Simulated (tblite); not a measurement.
C4H13GeNO.
Z-matrix (Å and degrees, GFN2-xTB geometry), rows numbered from 1:
```
C 
O   1  1.4032
C   2  1.4113  1  113.24
Ge  3  1.9826  2  105.15  1  -179.25
N   4  1.8301  3  107.45  2   -77.95
C   5  1.4493  4  119.49  3    51.80
C   5  1.4480  4  119.56  3  -164.40
H   1  1.0974  2  111.03  3    60.28
H   1  1.0978  2  111.08  3   -60.77
H   1  1.0887  2  106.98  3   179.75
H   3  1.0985  2  110.34  1   -58.62
H   3  1.0983  2  110.78  1    60.00
H   4  1.5084  3  112.61  2   168.56
H   4  1.5185  3  108.35  2    49.19
H   6  1.0872  5  109.46  4   -31.06
H   6  1.0942  5  109.60  4  -150.56
H   6  1.0971  5  112.27  4    89.38
H   7  1.0977  5  112.65  4   -86.26
H   7  1.0887  5  109.26  4    34.64
H   7  1.0935  5  109.43  4   153.56
```

Calculated harmonic vibrations of the isolated species, GFN2-xTB (tblite), most abundant isotopes, no scaling. Against measured fundamentals such values can be off by several per cent, at times by over 20. Modes of hydrogen on germanium can be 10 to 20 % off. One conformer, not necessarily the lowest.

Harmonic wavenumbers (cm⁻¹): 43.2, 62.5, 76.7, 131.6, 157.0, 180.4, 224.9, 229.2, 258.0, 281.9, 328.6, 337.5, 437.7, 528.9, 582.8, 649.3, 682.0, 789.8, 812.5, 972.6, 980.3, 1053.5, 1091.1, 1100.7, 1130.9, 1136.9, 1154.8, 1187.5, 1190.1, 1240.1, 1268.4, 1406.8, 1415.0, 1423.6, 1468.7, 1469.4, 1474.9, 1481.0, 1492.0, 1502.2, 1509.5, 1844.2, 1957.0, 2843.7, 2875.4, 2876.7, 2885.3, 2892.8, 2915.9, 2941.0, 2948.8, 3006.6, 3023.0, 3032.6.

A = 3044, B = 1061, C = 836.7 MHz; mass 165.021 u (most abundant isotopes); point group C1, symmetry number 1.

Question: Zero-point energy?

Answer: Half the sum of the wavenumbers: 35494 cm⁻¹ = 101.48 kcal/mol.

Question: What is S at 400 K and 1 bar for an ideal gas of classical rigid rotors and harmonic oscillators?

Answer: Translation 42.70, rotation 30.04, vibration 45.59: S = 118.3 cal/(mol K).

Question: And Cp and H(400 K) − H(0)?

Answer: Cp = 50.04 cal/(mol K), of which vibrations give 42.09 (their classical limit is 54 R = 107.3); H(400 K) − H(0) = 12.30 kcal/mol without the zero-point energy, 9.12 from vibrations.

Question: What must be added to the electronic energy to get the Gibbs energy at 400 K and 1 bar?

Answer: ZPE + [H(400 K) − H(0)] − T·S = 101.48 + 12.30 − 47.33 = 66.45 kcal/mol.

Question: Blend soft modes into free rotors: weight 1/[1 + (100 cm⁻¹/ν̃)⁴] for the oscillator and the rest for a rotor with moment μB/(μ + B), μ = h/(8π²ν), B = 10⁻⁴⁴ kg m². What vibrational entropy results?

Answer: 41.68 cal/(mol K) in place of 45.59, which changes −T·S at 400 K by +1.56 kcal/mol.

Question: How do the functions run with temperature in this model?

Answer: 
| T (K) | S (cal/(mol K)) | Cp (cal/(mol K)) | H − H(0) (kcal/mol) | G − H(0) (kcal/mol) | ln q(vib) |
| --- | --- | --- | --- | --- | --- |
| 100 | 72.5 | 21.6 | 1.43 | -5.81 | 2.19 |
| 200 | 90.7 | 31.7 | 4.13 | -14.02 | 5.44 |
| 300 | 105.3 | 40.8 | 7.76 | -23.84 | 8.54 |
| 500 | 130.4 | 58.5 | 17.74 | -47.48 | 14.29 |
| 800 | 162.3 | 77.3 | 38.33 | -91.54 | 22.21 |
| 1000 | 180.6 | 85.8 | 54.69 | -125.87 | 27.07 |

q(vib) and H(0) count from the zero-point level.

Hindered rotation and anharmonicity are outside this model. Other conformers, if any are populated, would add a mixing term that is left out. The structure is chiral; the term R ln 2 for an equal mix with its mirror image is left out.
